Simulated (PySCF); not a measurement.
FK, triplet, at the geometry of the source list (a higher spin typed on purpose: for a closed-shell molecule this is an excited state); BHANDHLYP/6-31G** (PySCF).

Input for PySCF:
```python
from pyscf import gto, scf, dft

mol = gto.Mole()
mol.atom = '''
    K    -0.539800   -0.445200   -0.729200
    F     0.539800    0.445200    0.729200
'''
mol.basis = '6-31g**'
mol.charge = 0
mol.spin = 2
mol.verbose = 3
mol.build()

mf = dft.UKS(mol)
mf.xc = 'bhandhlyp'
mf.kernel()
```

Output, abridged:

```
converged SCF energy = -699.542453669068  <S^2> = 2.0017033  2S+1 = 3.0011353
```
